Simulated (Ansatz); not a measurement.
Computed with Ansatz on PBE0-D4/def2-TZVP structures; ΔE is electronic, products minus reactants. CCSD(T)/CBS adds triple-zeta CCSD(T) − MP2 to the extrapolated MP2 energy (def2 sets, frozen cores). Functionals use def2-TZVPP. B3LYP here is the variant with VWN-RPA as its local correlation; programs differ in this. Elements past krypton have def2 core potentials. For In, Sn outer-core shells are correlated without core-valence functions, which leaves a few kJ/mol of doubt a bond. One conformer a species, not always the lowest.

Consider the ligand exchange at the Si–C bond: `C=[C]([SiH3])[InH2]` + `[OH][SnH2][Cl]` → `[SiH3][O][SnH2][Cl]` + `C=[CH][InH2]`.

Is it downhill or uphill in electronic energy at CCSD(T)/CBS, and by how much? (Estimate.)

The calculation gave: Downhill: ΔE = -94.7 kJ/mol.

What do these levels give: B97M-V, B3LYP-D4, B2PLYP, PBE-QIDH, PBE, BLYP, r2SCAN0, CAM-B3LYP, RPA@PBE/def2-TZVPP, CCSD/def2-SVP, SCS-MP2/def2-TZVPP, HF/def2-QZVPP? (Best estimate.)

The calculation gave: B97M-V -95.4, B3LYP-D4 -95.5, B2PLYP -97.9, PBE-QIDH -92.8, PBE -79.0, BLYP -92.1, r2SCAN0 -95.4, CAM-B3LYP -102.1, RPA@PBE/def2-TZVPP -95.8, CCSD/def2-SVP -98.1, SCS-MP2/def2-TZVPP -99.6, HF/def2-QZVPP -121.4 kJ/mol.

Largest T1 diagnostic among the species: 0.014.

In def2-TZVPP, CCSD(T) changes the Hartree–Fock value by +24.0 kJ/mol (the triples alone add +4.1 kJ/mol) and MP2 by +25.4 kJ/mol. From BLYP to BHLYP (50 % exact exchange), in def2-TZVPP and without D4, ΔE moves by −14.7 kJ/mol. Leaving LDA and LC-ωPBE aside and taking each functional with its dispersion term where it has one, the values, not all of them listed here, spread over 29.1 kJ/mol, from BHLYP-D4 to revPBE-D4.
